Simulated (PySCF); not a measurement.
## Curvature of the energy in the electron number along the 4d series, charge +2

Calculated with PySCF 2.14, in def2-SVP with the def2 core potential (28 electrons), ECP: one orbital is emptied in steps, and each cell gives the departure of E from the straight line at half an electron, in eV (from a cubic fit). The exact functional gives zero.

| species | orbital | LDA | PBE | r2SCAN | PBE0 | BHandHLYP | LC-wPBE | wB97X | UHF |
| --- | --- | --- | --- | --- | --- | --- | --- | --- | --- |
| Zr(2+) | 4d alpha | -1.34 | -1.32 | -1.25 | -0.96 | -0.63 | -0.25 | -0.32 | 0.11 |
| Nb(2+) | 4d alpha | -1.44 | -1.42 | -1.32 | -1.03 | -0.66 | -0.31 | -0.38 | 0.14 |
| Mo(2+) | 4d alpha | -1.53 | -1.51 | -1.41 | -1.09 | -0.68 | -0.36 | -0.44 | 0.18 |
| Tc(2+) | 4d alpha | -1.62 | -1.60 | -1.51 | -1.15 | -0.70 | -0.43 | -0.50 | 0.22 |
| Ru(2+) | 4d beta | -1.58 | -1.55 | -1.40 | -1.10 | -0.69 | -0.37 | -0.48 | 0.27 |
| Rh(2+) | 4d beta | -1.74 | -1.70 | -1.59 | -1.22 | -0.75 | -0.49 | -0.60 | 0.26 |
| Pd(2+) | 4d beta | -1.81 | -1.77 | -1.66 | -1.26 | -0.76 | -0.54 | -0.64 | 0.31 |
| Ag(2+) | 4d beta | -1.88 | -1.84 | -1.73 | -1.30 | -0.76 | -0.59 | -0.67 | 0.36 |
| Cd(2+) | 4d beta | -1.92 | -1.89 | -1.78 | -1.31 | -0.73 | -0.61 | -0.68 | 0.45 |

Task: How does the mean departure depend on the functional?

Result: LDA -1.65 eV; PBE -1.62 eV; r2SCAN -1.52 eV; PBE0 -1.16 eV; BHandHLYP -0.71 eV; LC-wPBE -0.44 eV; wB97X -0.52 eV; UHF 0.26 eV. Semilocal functionals are convex (delocalisation error), Hartree-Fock is concave or straight, and exact exchange removes curvature roughly in proportion to its share, so among the functionals the range-separated hybrids usually come closest to zero.

No spin-orbit coupling is included.
